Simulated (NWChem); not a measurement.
Species: C₂H₃BF₂O; SMILES O=CCB(F)F

```xyz
9

O      0.0101     1.6870    -0.9524
C     -0.0041     1.6748     0.2503
C     -0.0102     0.4096     1.0681
B     -0.0008    -0.8353     0.1034
F     -1.1211    -1.3859    -0.3180
F      1.1274    -1.3843    -0.2983
H     -0.0136     2.6330     0.8301
H      0.8682     0.4269     1.7362
H     -0.8989     0.4254     1.7222
```
Atoms are numbered in this order, from 1.

Program: NWChem. Pople sets run with spherical d functions. STO-3G and 3-21G are far too small for this property and stand as cheap habits. All runs use the structure optimised with PBE0/def2-SVP. Field at 589 nm.

```csv
level,isotropic polarisability (bohr³),anisotropy (bohr³)
B3LYP/STO-3G,18.1,3.8
B3LYP/6-31G*,…,8.6
B3LYP/def2-SVP,33.9,8.6
B3LYP/def2-SVPD,42.1,9.4
```

What belongs in the gaps?


- B3LYP/6-31G*, isotropic polarisability (bohr³): 33.2
